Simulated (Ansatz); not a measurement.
```yaml
crystal:
  periodic: [false, false, false]
  atoms:
    - {symbol: Cd, position_ang: [0.564962, 1.881585, -1.211527]}
    - {symbol: Cd, position_ang: [-0.566416, -1.881448, 1.211217]}
    - {symbol: S, position_ang: [0.152406, 0.589140, 0.986085]}
    - {symbol: S, position_ang: [-0.150952, -0.589277, -0.985764]}
basis:
  gaussian: {orbitals: STO-3G, point_charges: [{charge: -1.00, position_ang: [3.761, -0.524, -0.490]}]}
total_charge: 1
magnetization: {spin_polarized: true, initial_magnetization: 1}
hamiltonian: {xc: {name: PBE0-DH}}
accuracy: high
scf: {omitted_lower_state_checks: [starts]}
output: {forces: true}
```

```sh
$ ansatz run in.yaml --threads 2 --pin off --events-out ev --progress --plain --max-ram 4352MiB
```

Shortened log:

```
Functional definition: PBE0-DH
1413 factors; integrals over basis functions are off by at most 8.5e-9 eV
mean field evaluation 1: about -316021.1573 eV, gradient 1.6e1 eV
mean field evaluation 2: about -316021.2569 eV, gradient 1.6e1 eV
mean field evaluation 4: about -316024.1853 eV, gradient 6.5e0 eV
mean field evaluation 8: about -316024.8893 eV, gradient 6.3e-1 eV
mean field evaluation 16: about -316024.9092 eV, gradient 4.1e-3 eV
mean field evaluation 32: about -316024.9151 eV, gradient 2.2e-2 eV
mean field -316024.91508399 eV, -11613.7014199555 hartree, gradient 6.2e-8 eV, S^2 0.969972; 0 other end points of the search recorded, 0 dependent functions left out
38 core orbitals not correlated: weight in the atoms' cores, before any rotation towards them, 1.000 or more for the frozen orbitals, at most 0.000 for the correlated occupied ones
reference -316024.91508526 eV, -11613.7014200024 hartree; 26, 25 occupied and 8, 9 virtual orbitals, 1413 factors
second order -4.01508951 eV of doubles, -0.00000000 eV of singles
Total energy: -316025.41697145 eV, -11613.7198639796 hartree
Atom 0 at     0.564962     1.881585    -1.211527 Å, force    -0.123283    -2.564528     1.608550 eV/Å
Atom 1 at    -0.566416    -1.881448     1.211217 Å, force     1.004944     2.293047    -1.602343 eV/Å
Atom 2 at     0.152406     0.589140     0.986085 Å, force    -0.460669    -1.304554    -2.438192 eV/Å
Atom 3 at    -0.150952    -0.589277    -0.985764 Å, force     0.201713     1.320990     2.447084 eV/Å
Dipole moment:     0.261321     0.123361    -0.125945 e Å
Checks for a lower state left out: starts
```

Run time 48 s (2 threads of Arm Neoverse V1 on a shared host), peak host memory 0.62 GiB.

Correlated methods freeze 38 core orbitals; core or outer-core shells of Cd are correlated, in sets that lack core-valence functions. The charge 1 doublet is spin-contaminated (final ⟨S²⟩ up to 0.97, 0.75 for a pure state).

The dipole of an ion depends on the origin.
